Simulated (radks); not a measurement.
Q: Ionisation of the oxygen ion O2+, [He] 2s2 2p2, to [He] 2s2 2p1 as the strength of local exchange is varied. Method: non-relativistic Kohn-Sham, Slater X-alpha exchange (alpha = 2/3 is LDA exchange), no correlation, spin-unpolarised, spherical densities, point nucleus; computed with a radial shooting solver on a logarithmic mesh with Libxc functionals.

| alpha | E(O2+) (hartree) | exchange (hartree) | IE (eV) | -e of the level emptied (eV) | <r> of it (bohr) |
|---|---|---|---|---|---|
| 0.586 | -71.42607 | -5.51439 | 50.459 | 39.989 (2p) | 1.022 |
| 0.654 | -72.06794 | -6.19228 | 51.993 | 41.436 (2p) | 1.009 |
| 0.667 | -72.19110 | -6.32278 | 52.288 | 41.716 (2p) | 1.007 |
| 0.801 | -73.46901 | -7.68467 | 55.387 | 44.653 (2p) | 0.9825 |
| x | -74.51981 | -8.81505 | 57.975 | 47.116 (2p) | 0.9639 |

Which alpha was used in the last row?

A: alpha = 0.91. NIST Atomic Spectra Database: 54.936 eV (semi-empirical). The Delta-SCF value meets it near alpha = 0.78. Spin polarisation and multiplet splitting are left out, so open shells lie too high by an amount that depends on their filling.

Beside tabulated values, note that spin-unpolarised runs miss the spin-polarisation part of the exchange energy of open shells.
